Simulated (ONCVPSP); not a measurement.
## Te (Z = 52): one change to an ONCV potential, before and after

- Element: tellurium (Te)
- Generator: ONCVPSP 4.0.1
- Type: optimised norm-conserving Vanderbilt (ONCV)
- Functional: revPBE
- Relativity: scalar-relativistic
- Frozen core: [Kr] 4d10
- Valence charge: 6
- Reference configuration: 5s2 5p4
- Partial waves: 5s: rc 1.95 bohr, ncon 4, nbas 8, qcut 3.5 1/bohr, 2 projectors, debl 0.3 Ha; 5p: rc 1.80 bohr, ncon 3, nbas 6, qcut 5.3 1/bohr, 2 projectors, debl 2.6 Ha; d scattering state at 0.26 Ha: rc 1.80 bohr, ncon 4, nbas 7, qcut 5.3 1/bohr, 2 projectors, debl 2 Ha
- Local potential: polynomial inside 1.30 bohr (lpopt 5, dvloc0 -1 Ha)
- Core correction: none

In the s channel the program set the typed energies aside and used -0.553, 0.250 Ha.

All-electron outer shells of the reference configuration (revPBE, scalar-relativistic, ld1.x):

```csv
shell,level (eV),outermost node (bohr),outermost maximum (bohr)
4p,-114.40,0.38,0.74
4d,-41.63,0.36,0.81
5s,-15.05,0.91,1.80
5p,-5.91,1.00,2.17
```

Change: all radii scaled by about 1.12 (s 2.18, p 2.02, d 2.02 bohr); local potential polynomial inside 1.46 bohr (lpopt 5, dvloc0 -1 Ha).

Cutoffs: the cutoffs (Ha) at which the residual kinetic energy of the hardest occupied pseudo-wave falls to 1 and 0.1 mHa per electron; they do not see the model core or the augmentation charge, which bear on the density cutoff. Errors are all-electron minus pseudo energies relative to the spin-unpolarised reference configuration.

Q: What does the change do?

A: The potential gets softer (12 Ha and 41 Ha → 8.2 Ha and 32 Ha); both files keep a bound ghost (d, s); the errors of the 4 common tests hardly move. A larger radius leaves more room for a smooth pseudo-wave, so fewer plane waves are needed.

| quantity | base | changed |
| --- | --- | --- |
| cutoff, loose | 12 Ha | 8.2 Ha |
| cutoff, tight | 41 Ha | 32 Ha |
| loose cutoff by channel | s 12 Ha, p 7.3 Ha | s 7.6 Ha, p 8.2 Ha |
| bound ghosts | s, d | s, d |
| GHOST(+) flags under 300 eV | p at 63.3 eV | p at 92.6 eV |
| error for 5s2 5p3, meV [ΔE 9.68 eV] | -10 | -9.2 |
| error for 5s2 5p2, meV [ΔE 27.55 eV] | -50 | -46 |
| error for 5s2 5p1, meV [ΔE 54.36 eV] | -135 | -121 |
| error for 5s2 5p0, meV [ΔE 90.70 eV] | -237 | -203 |

Base: The cutoffs count occupied waves only; projector 2 of the d channel, the hardest unoccupied one, needs 71 Ha at the loose tolerance. Changed file: The cutoffs count occupied waves only; projector 2 of the d channel, the hardest unoccupied one, needs 56 Ha at the loose tolerance. A true bound ghost makes a file unfit for plane-wave use even where its test errors are small: the radial tests pick states by their node count and pass the ghost by.
